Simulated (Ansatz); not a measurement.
C₁₀H₁₉NSi⁺, that is Si(vinyl)3(NEt2) with one electron fewer. Charge 1, multiplicity 2. Geometry r2SCAN-D4/def2-SVP; atoms count from 1.

```xyz
31

Si    0.842    0.040    0.656
C     1.272    1.779    1.118
C     1.292    2.205    2.395
H     1.610    2.476    0.338
H     1.008    1.558    3.234
H     1.609    3.220    2.659
C     0.249   -0.987    2.086
C     0.624   -2.268    2.257
H    -0.412   -0.528    2.834
H     1.287   -2.783    1.551
H     0.295   -2.854    3.125
C     2.127   -0.822   -0.374
C     2.085   -1.091   -1.689
H     3.044   -1.094    0.175
H     1.221   -0.847   -2.319
H     2.925   -1.573   -2.202
N    -0.651    0.151   -0.464
C    -1.336   -1.056   -0.880
C    -2.629   -1.287   -0.081
C    -1.162    1.413   -0.955
C    -0.373    1.863   -2.199
H    -0.654   -1.910   -0.747
H    -1.579   -0.955   -1.954
H    -2.406   -1.423    0.986
H    -3.340   -0.457   -0.200
H    -3.104   -2.203   -0.459
H    -2.230    1.304   -1.203
H    -1.050    2.167   -0.157
H     0.699    1.978   -1.981
H    -0.494    1.147   -3.026
H    -0.769    2.836   -2.523
```

Single mean-field runs in def2-TZVP are fitted with def2-universal-jkfit.

**Question.** Estimate the Mulliken populations of the heavy atoms from the PBE0/def2-TZVP orbitals of Ansatz.

**Answer.** 
| atom | charge (e) | spin (α − β) |
| --- | --- | --- |
| Si1 | 0.40 | -0.03 |
| C2 | -0.30 | 0.00 |
| C3 | -0.19 | 0.00 |
| C7 | -0.33 | 0.02 |
| C8 | -0.19 | 0.02 |
| C12 | -0.23 | 0.03 |
| C13 | -0.22 | 0.00 |
| N17 | 0.10 | 0.84 |
| C18 | -0.23 | -0.05 |
| C19 | -0.36 | 0.07 |
| C20 | -0.18 | -0.05 |
| C21 | -0.40 | 0.08 |
Mulliken values depend strongly on the basis.

**Question.** Where does the spin sit?

**Answer.** Summed by element: Si -0.03, C 0.10, H 0.09, N 0.84, of 1 unpaired in all. Largest on single atoms: N17 0.84, C21 0.08, C19 0.07.

**Question.** And the Mayer bond orders between heavy atoms (over 0.3)?

**Answer.** Si1–C2 1.05 (1.85 Å); Si1–C7 1.02 (1.86 Å); Si1–C12 1.02 (1.86 Å); Si1–N17 0.81 (1.87 Å); C2–C3 1.89 (1.35 Å); C7–C8 1.89 (1.35 Å); C12–C13 1.90 (1.34 Å); N17–C18 0.93 (1.45 Å); N17–C20 0.93 (1.45 Å); C18–C19 0.99 (1.54 Å); C20–C21 0.98 (1.54 Å).
